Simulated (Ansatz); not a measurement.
The cluster Bi₂F₆, relaxed as a singlet with RKS PBE-D4/def2-SVP in Ansatz, starting from the GFN1-xTB geometry. Force threshold 0.02 eV/Å.

In the def2 sets Bi takes a core potential; there is no spin–orbit coupling. The structure comes from a short search, and lower isomers may exist.

Start:

```xyz
8

Bi   -0.925    0.553   -0.924
Bi    1.362   -0.680    1.232
F     1.243   -0.727   -0.818
F     0.524    1.185    1.045
F    -1.864   -0.810   -2.065
F    -0.846   -0.914    0.620
F    -2.653    1.192   -0.117
F     3.159    0.203    1.027
```

Estimate the energy that the relaxation releases and the steps that it takes.

23.9 kJ/mol, in 8 steps; 10 s on 4 threads of Arm Neoverse V1 on a shared host. No frequencies were taken in this run, so the end may be a saddle point.

Does the start keep its bonding and symmetry?

By distances, no bond broke or formed. The bond that changes most is Bi2–F6, from 2.30 to 2.40 Å (atoms count from 1). Point group Cs at the start, Cs at the end, both within 0.05 Å.

Predict the relaxed structure.


Cartesian coordinates in Å:
```
Bi -1.061 0.528 -0.958
Bi 1.439 -0.651 1.236
F 1.324 -0.699 -0.859
F 0.579 1.254 1.040
F -1.973 -0.862 -2.160
F -0.866 -0.940 0.628
F -2.785 1.245 -0.110
F 3.343 0.126 1.182
```
Bond lengths (bridged metal pairs left out): 7 × Bi–F 2.05 to 2.40 Å.
